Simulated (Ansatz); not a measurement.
Dissociation curve of SeH, doublet.

Levels: UKS-PBE = Ansatz (an electronic-structure program) with unrestricted PBE/cc-pVDZ; UKS-B3LYP = unrestricted B3LYP/cc-pVDZ run with Ansatz; FCI = full CI/cc-pVDZ, cores with 3d frozen (Ansatz).

Energies relative to the lowest point of each curve near equilibrium, in eV; the last columns give the error against full CI:

| R / Å | UKS-PBE | UKS-B3LYP | FCI | UKS-PBE − FCI | UKS-B3LYP − FCI |
|---|---|---|---|---|---|
| 1.17 | 1.833 | 1.776 | 1.774 | 0.059 | 0.002 |
| 1.24 | 0.985 | 0.941 | 0.931 | 0.053 | 0.010 |
| 1.32 | 0.396 | 0.367 | 0.356 | 0.040 | 0.011 |
| 1.37 | 0.181 | 0.162 | 0.153 | 0.028 | 0.009 |
| 1.42 | 0.056 | 0.045 | 0.041 | 0.015 | 0.005 |
| 1.47 | 0.002 | 0.000 | 0.000 | 0.002 | 0.000 |
| 1.51 | 0.000 | 0.005 | 0.009 | -0.009 | -0.004 |
| 1.54 | 0.018 | 0.028 | 0.035 | -0.017 | -0.007 |
| 1.63 | 0.152 | 0.176 | 0.191 | -0.040 | -0.015 |
| 1.70 | 0.314 | 0.350 | 0.368 | -0.054 | -0.018 |
| 1.81 | 0.632 | 0.684 | 0.700 | -0.068 | -0.015 |
| 1.96 | 1.121 | 1.196 | 1.184 | -0.063 | 0.012 |
| 2.23 | 1.996 | 2.097 | 1.965 | 0.031 | 0.132 |
| 2.46 | 2.599 | 2.653 | 2.441 | 0.158 | 0.212 |
| 2.63 | 2.888 | 2.911 | 2.677 | 0.212 | 0.234 |
| 2.91 | 3.145 | 3.151 | 2.904 | 0.241 | 0.247 |
| 3.23 | 3.274 | 3.278 | 3.015 | 0.259 | 0.263 |
| 3.63 | 3.339 | 3.343 | 3.064 | 0.275 | 0.279 |
| 3.97 | 3.361 | 3.365 | 3.077 | 0.283 | 0.287 |
| 4.44 | 3.372 | 3.376 | 3.084 | 0.288 | 0.292 |
| 5.26 | 3.377 | 3.380 | 3.086 | 0.290 | 0.294 |

UKS-PBE is furthest from FCI at 5.26 (0.290 eV, above); its mean absolute error over the points is 0.118 eV.

UKS-B3LYP is furthest from FCI at 5.26 (0.294 eV, above); its mean absolute error over the points is 0.112 eV.

The scan ran from 1.17 to 5.97 Å; beyond the distances shown full CI changes its symmetry label. The unrestricted determinant behind UKS-PBE is spin-contaminated at 2.46 to 5.26 Å (<S²> up to 1.8, against 0.75 for a pure doublet). The unrestricted determinant behind UKS-B3LYP is spin-contaminated at 2.23 to 5.26 Å (<S²> up to 1.8, against 0.75 for a pure doublet).
